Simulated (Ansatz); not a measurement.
`CS[CH2][SnH3]`, charge 0, multiplicity 1.

Task: Give a relaxed structure at PBE0-D4/def2-TZVP (the Gaussian-basis code of Ansatz). (Estimate.)

Result: Ansatz gave: 
Z-matrix (Å, degrees):
```
C
S 1 1.798
H 1 1.091 2 107.1
H 1 1.092 2 111.1 3 -118.7
H 1 1.092 2 111.0 3 118.8
C 2 1.788 1 100.9 3 179.6
Sn 6 2.156 2 109.9 1 179.9
H 6 1.093 2 111.1 1 60.6
H 6 1.093 2 111.1 1 -60.8
H 7 1.705 6 109.7 2 -60.6
H 7 1.709 6 107.8 2 -180.0
H 7 1.705 6 109.7 2 60.6
```
Point group Cs.
This is one stationary point; other conformers may exist.
